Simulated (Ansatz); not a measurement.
`FB1B[SiH2]1`, 7 atoms. Charge 0, multiplicity 1. All runs use 2 threads of an Arm Neoverse V1 on a shared host. Correlated methods freeze the cores. Open-shell runs search over several starts.

Question: Give the basis size and wall time and peak host memory of each of these runs in Ansatz. UKS PBE0-D4/def2-TZVPP energy of the cation; RKS r2SCANh-D4/def2-TZVPP energy; RKS PBE0-D4/def2-QZVPP energy; RKS B3LYP-D4/def2-TZVPP energy and forces; RHF-CCSD(T)/def2-TZVPP energy; RKS ωB97M-V/def2-QZVPP energy; UKS r2SCAN-D4/def2-TZVPP energy of the cation; RKS ωB97M-V/def2-SVP energy; RHF-MP2/def2-QZVPP energy; UKS B2PLYP (frozen core)/def2-TZVPP energy of the cation; direct RPA on PBE orbitals/def2-TZVPP energy; UKS ωB97M-V/def2-TZVPP energy of the cation. (Best estimate.)

Answer: Ansatz gave: Other jobs shared the machine, so times are rough.

```json
{"level": "RKS B3LYP-D4/def2-TZVPP", "job": "energy and forces", "functions": "177", "wall time": "3 s", "peak host memory (GiB)": "0.34"}
{"level": "RKS ωB97M-V/def2-SVP", "job": "energy", "functions": "75", "wall time": "3.8 s", "peak host memory (GiB)": "0.19"}
{"level": "RKS r2SCANh-D4/def2-TZVPP", "job": "energy", "functions": "177", "wall time": "4 s", "peak host memory (GiB)": "0.36"}
{"level": "UKS PBE0-D4/def2-TZVPP", "job": "energy of the cation", "functions": "177", "wall time": "4.3 s", "peak host memory (GiB)": "0.4"}
{"level": "direct RPA on PBE orbitals/def2-TZVPP", "job": "energy", "functions": "177", "wall time": "4.6 s", "peak host memory (GiB)": "0.34"}
{"level": "UKS r2SCAN-D4/def2-TZVPP", "job": "energy of the cation", "functions": "177", "wall time": "6 s", "peak host memory (GiB)": "0.26"}
{"level": "UKS B2PLYP (frozen core)/def2-TZVPP", "job": "energy of the cation", "functions": "177", "wall time": "6.5 s", "peak host memory (GiB)": "0.41"}
{"level": "RKS PBE0-D4/def2-QZVPP", "job": "energy", "functions": "331", "wall time": "7 s", "peak host memory (GiB)": "0.73"}
{"level": "UKS ωB97M-V/def2-TZVPP", "job": "energy of the cation", "functions": "177", "wall time": "14 s", "peak host memory (GiB)": "0.58"}
{"level": "RHF-MP2/def2-QZVPP", "job": "energy", "functions": "331", "wall time": "14 s", "peak host memory (GiB)": "1.2"}
{"level": "RKS ωB97M-V/def2-QZVPP", "job": "energy", "functions": "331", "wall time": "16 s", "peak host memory (GiB)": "0.91"}
{"level": "RHF-CCSD(T)/def2-TZVPP", "job": "energy", "functions": "177", "wall time": "30 s", "peak host memory (GiB)": "1.6"}
```

B3LYP here is the variant with VWN-RPA as its local correlation; programs differ in this.
